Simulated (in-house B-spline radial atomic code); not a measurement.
Lu⁺. Computed with a B-spline radial atomic code. Model: non-relativistic spherical atom: semilocal Troullier-Martins pseudo-atom, one channel per l, against all electrons, high spin, G0W0 and RPA with empty states to l = 8, local potential for every l without a channel, a model core (radius 0 = none) keeps its share of the functional.

The core holds an angular momentum without a channel of its own, so the local potential lets valence electrons into it.

Without relativity these are model numbers for so heavy an element.

What the tables leave out is listed at the end.

The pseudopotential gives back the lowest level of each angular momentum of its own functional in the configuration it was made in; a second state of the same l is only approximately right. Exact exchange, RPA and GW see the smooth pseudo-orbitals and miss the exchange with the core, for which the functional's share stands in. The column with an uncorrelated core keeps all orbitals and exact exchange, and so separates missing core correlation from pseudisation. Only the three outermost levels and the lowest empty one were computed. RPA here is direct RPA, with no exchange kernel, and its energies carry an (l + 1/2)⁻⁴ tail. A hybrid on a potential with a model core restores only its own semilocal share of the core's exchange.

Command:
```bash
python run_psgw.py task.json out
```
Settings (lengths in bohr, energies in hartree):
```
Z                      71
electrons              70
configuration          [Xe] 4f14 6s2
generated_in           [Xe] 4f14 6s2
functional             pbe,pbe
core_shells            12
radius_factor          1.3
core_correction        True
ion_configuration      [Xe] 4f14 6s1
```

Time taken, with all properties: 28 s on 1 thread of Intel(R) Xeon(R) Platinum 8488C (Sapphire Rapids), with other jobs on the host.

Given: made with PBE; model core radius 2.413 bohr; local radius 3.4 bohr; mean-field start PBE0.

Valence shells of the generating configuration: 6s.

Channel: s 3.4 (radii in bohr).

Computed: largest level miss in the spin-unpolarised generating configuration 0 eV; valence RPA correlation energy all-electron orbitals -0.06435 hartree; all-electron RPA polarisability, core included 51.06 bohr³; pseudo-atom RPA polarisability 64.107 bohr³; ionisation by mean-field pseudo minus all -0.093 eV; ionisation by RPA all-electron 13.364 eV; ionisation by RPA pseudo minus all 0.074 eV.

```
level  occupied  mean-field all-electron (eV)  mean-field pseudo minus all (eV)  G0W0 all-electron (eV)  G0W0 uncorrelated core minus all (eV)  G0W0 pseudo minus all (eV)  exchange self-energy all-electron (eV)  exchange self-energy pseudo (eV)
   6s         1                       -10.931                             0.082                 -13.359                                  0.481                       0.135                                 -8.9053                            -6.869
```

(1) What is the ionisation by mean-field all-electron?

(2) What is the valence RPA correlation energy pseudo?

Results:

(1) 12.95 eV.

(2) -0.11787 hartree.

Among the listed levels the largest G0W0 shift of the pseudo-atom is +0.14 eV, for 6s on the PBE0 start, while leaving the core uncorrelated moves that level by +0.48 eV. The rest, -0.35 eV, comes from pseudisation and the lost core exchange. Not in the tables (levels of low weight, unsolved or above zero; the highest and the empty levels are kept at any weight): the PBE start was refused, since an empty level lay at or below an occupied one; no Hartree-Fock pseudo-atom is run with a model core.
